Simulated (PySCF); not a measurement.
# Dipole response of Ti⁺ (titanium, charge +1)

[Ar] 3d2 4s1, high-spin 4F determinant. Computed with PySCF 2.14 in aug-cc-pwCVTZ (10s9p7d4f3g, 127 functions), with the non-relativistic Hamiltonian (point nucleus). Coupled (time-dependent) response in atomic units; α is the mean over directions.

| method | mean α (bohr³) | C₆ (like pair) | S(−4) |
| --- | --- | --- | --- |
| UHF | 64.65 | 443.2 | 3888 |
| PBE | 47.53 | 300.5 | 1901 |

S(−4) is the Cauchy moment in α(ω) = α(0) + S(−4) ω² + …

α(iu) at UHF:

```csv
u (hartree),α(iu) (bohr³)
0,64.65
0.0500,56.30
0.100,41.12
0.200,21.24
0.300,12.88
0.500,6.795
0.750,4.234
1.00,3.065
1.50,1.915
2.00,1.328
3.00,0.7482
5.00,0.3358
```

For an ion, C₆ is the dispersion term alone; charge-induced terms of lower order in 1/R come first.
